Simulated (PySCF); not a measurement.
propa-1,2-dienylcyclopropane (C₆H₈), SMILES C=C=CC1CC1.

Geometry: PBE0-D3(BJ)/def2-SVP. The values are those of a single conformer.

Two levels are set side by side: PBE/def2-TZVP (PySCF) and HF/def2-TZVP (PySCF). Same geometry, gas phase. Differences are taken from unrounded values.

```json
[
 {"quantity": "orbital gap (eV)", "PBE": "4.94"},
 {"quantity": "highest occupied level (eV)", "PBE": "-5.64"},
 {"quantity": "lowest empty level (eV)", "PBE": "-0.70"},
 {"quantity": "dipole moment (D)", "PBE": "0.63"},
 {"quantity": "mean polarisability (bohr³)", "PBE": "77.3"}
]
```

Task: These are the PBE values. What does HF give? (An estimate is asked for; the answer gives what the named calculation found.)

Result: 
```csv
quantity,HF,PBE minus HF
orbital gap (eV),13.13,-8.18
highest occupied level (eV),-9.21,3.56
lowest empty level (eV),3.92,-4.62
dipole moment (D),0.58,0.05
mean polarisability (bohr³),73.6,3.7
```

PBE's occupied levels lie high since its potential decays too fast outside the molecule; exact exchange lowers them and widens the gap. Loosely held outer electrons make PBE densities more polarisable. Differences between two approximate levels are no errors against the true value.

Rough cost on one machine, each run with all the roots and properties that it gave: HF against PBE about 1/3.
